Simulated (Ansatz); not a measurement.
Cartesian coordinates in Å:
```
F 1.141 2.711 -0.609
C -0.098 2.404 -0.987
F -0.930 3.278 -0.423
F -0.175 2.541 -2.306
C -0.500 0.976 -0.580
C 0.377 0.235 0.202
C 0.041 -1.009 0.721
C 1.016 -1.689 1.698
F 0.452 -1.772 2.902
F 2.160 -1.018 1.822
F 1.298 -2.917 1.280
O -1.006 -1.676 0.530
Sn -2.508 -1.355 -1.025
Cl -0.957 -2.028 -2.698
O -1.640 0.651 -0.994
H 1.328 0.667 0.466
```

Total charge 0; spin multiplicity 1. Sn: def2 effective core potential.

(1) List the ωB97M-V/def2-TZVPP orbital energies in eV (Ansatz 0.2.0). (Estimate.)

Results:

(1) Ansatz gave: Occupied: -2771.30, -679.28, -679.28, -679.18, -679.18, -679.16, -679.16, -527.77, -527.77, -289.03, -289.03, -285.63, -285.63, -282.52, -261.68, -199.13, -199.05, -199.04, -143.97, -98.60, -98.53, -98.42, -40.30, -40.30, -37.87, -37.87, -37.80, -37.79, -33.92, -33.61, -32.14, -32.06, -31.98, -31.93, -31.93, -26.33, -24.80, -24.70, -23.67, -21.89, -21.14, -20.19, -20.08, -20.05, -20.02, -19.30, -18.72, -17.77, -17.11, -16.82, -16.69, -16.52, -16.45, -16.17, -15.74, -15.64, -15.56, -15.24, -14.92, -14.92, -14.91, -14.90, -14.60, -14.18, -12.67, -11.70, -11.30, -11.20, -10.59, -10.15. Lowest empty: -1.13, 0.08, 0.55, 1.38, 2.94, 3.43, 3.78, 3.78.
